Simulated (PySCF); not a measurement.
Molecule: `FC(F)c1cn([SiH3])cn1`, C4H6F2N2Si.

Geometry (Å), atoms numbered from 1 in this order:
```xyz
15

F     2.955    1.359   -0.735
C     2.671    0.127   -0.230
F     3.014   -0.749   -1.214
C     1.235    0.003    0.137
C     0.122    0.149   -0.641
N    -0.959   -0.065    0.168
Si   -2.653   -0.004   -0.306
C    -0.435   -0.329    1.398
N     0.860   -0.298    1.418
H     3.327   -0.050    0.634
H     0.018    0.381   -1.680
H    -3.372   -0.313    0.925
H    -2.833   -1.012   -1.347
H    -2.903    1.349   -0.796
H    -1.050   -0.540    2.248
```

Frames of a GFN2-xTB Langevin trajectory at 300 K; GIAO PBE0/pcSseg-1 shieldings in PySCF, gas phase, non-relativistic; equivalent atoms averaged within each frame.

Scale: $^{19}$F (σ = 170.95 ppm) vs CFCl3; $^{13}$C (σ = 186.93 ppm) and $^{29}$Si (σ = 349.16 ppm) and $^{1}$H (σ = 31.72 ppm) against TMS; NH3 for $^{15}$N (σ = 267.73 ppm) (reference shieldings calculated alike). The references are static minima.

Task: How do the shifts (ppm) fluctuate along the trajectory?

Result: 
| time (fs) | F1/F3 | C4 | C8 | C5 | C2 | N9 | N6 | Si7 | H11 | H10 |
| --- | --- | --- | --- | --- | --- | --- | --- | --- | --- | --- |
| 250 | -124.9 | 152.6 | 140.3 | 134.9 | 113.8 | 301.8 | 184.4 | -52.9 | 7.61 | 7.44 |
| 425 | -120.8 | 153.3 | 147.9 | 131.1 | 121.5 | 337.1 | 181.6 | -51.5 | 7.51 | 7.56 |
| 625 | -120.9 | 142.1 | 144.4 | 117.8 | 120.3 | 325.0 | 176.5 | -59.0 | 6.66 | 7.55 |
| 800 | -122.9 | 147.2 | 149.1 | 127.0 | 123.4 | 327.2 | 191.6 | -56.0 | 7.30 | 7.57 |
| 1000 | -130.9 | 149.1 | 143.4 | 126.9 | 113.9 | 321.7 | 175.4 | -55.3 | 7.42 | 7.87 |
| mean of frames | -124.1 | 148.9 | 145.0 | 127.5 | 118.6 | 322.6 | 181.9 | -55.0 | 7.30 | 7.60 |
| standard deviation | 4.2 | 4.5 | 3.5 | 6.4 | 4.5 | 12.9 | 6.6 | 2.9 | 0.37 | 0.16 |

5 frames give an uncertainty of the mean of about the standard deviation over 2.2 at best, since frames this close in time may not be independent; classical motion lacks zero-point vibration, and the reference would need the same averaging.
